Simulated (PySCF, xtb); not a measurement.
YCl2, SMILES [Cl][Y+][Cl], charge +1.

Harmonic wavenumbers (cm⁻¹) from GFN2-xTB run with xtb 6.7.1 at its own minimum, in rising order: 106, 215, 254.

Q: What does B3LYP-D3(BJ)/def2-TZVP (PySCF) give at its own minimum? (The exact figures need the calculation; the answer reports its results.)

A: 90, 413, 427. Paired by order, the mean absolute difference is 129 cm⁻¹ and the zero-point energies are 0.8 and 1.3 kcal/mol.
